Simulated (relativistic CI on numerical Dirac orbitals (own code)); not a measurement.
**Xe²⁵⁺: q coefficients and field-shift factors**

Computed by Dirac-Coulomb-Breit CI, orbitals from a KLI potential per configuration, derivatives by finite differences, unscaled Slater integrals, QED left out (own radial code, finite nucleus).

CI space (outside the closed core [Ar] 3d10): 4s, 4p, 4d, 4f, 5s, 5p, 5d, 5f. Levels of other configurations are missing.

With x = (α/α₀)² − 1 an excitation energy changes as ω = ω₀ + qx; K = 2q/ω₀ is the relative enhancement. Terms are leading LS components, so labels can repeat. The field-shift factor is F = δν/δ⟨r²⟩ for the transition from the lowest level.

Lowest level 4s ²S1/2.

| Level | ω₀ (cm⁻¹) | q (cm⁻¹) | K | F (GHz/fm²) |
| --- | --- | --- | --- | --- |
| 4p ²P°1/2 | 430370 | 33610 | 0.156 | -214 |
| 4p ²P°3/2 | 576913 | 194500 | 0.674 | -220 |
| 4d ²D3/2 | 1270569 | 207300 | 0.326 | -218 |
| 4d ²D5/2 | 1299452 | 236400 | 0.364 | -217 |
| 4f ²F°5/2 | 2036310 | 231000 | 0.227 | -212 |
| 4f ²F°7/2 | 2040236 | 234700 | 0.23 | -212 |
| 5s ²S1/2 | 2879597 | 124900 | 0.0867 | -117 |
| 5p ²P°1/2 | 3080459 | 138500 | 0.0899 | -211 |
| 5p ²P°3/2 | 3146435 | 210600 | 0.134 | -214 |
| 5d ²D3/2 | 3466185 | 216200 | 0.125 | -213 |
| 5d ²D5/2 | 3479714 | 229900 | 0.132 | -213 |
| 5f ²F°5/2 | 3801069 | 228000 | 0.12 | -211 |
| 5f ²F°7/2 | 3803712 | 230600 | 0.121 | -211 |

At this charge energies of transitions that change n are usually good to better than 1 %, and those within a shell (Δn = 0) to a few per cent.
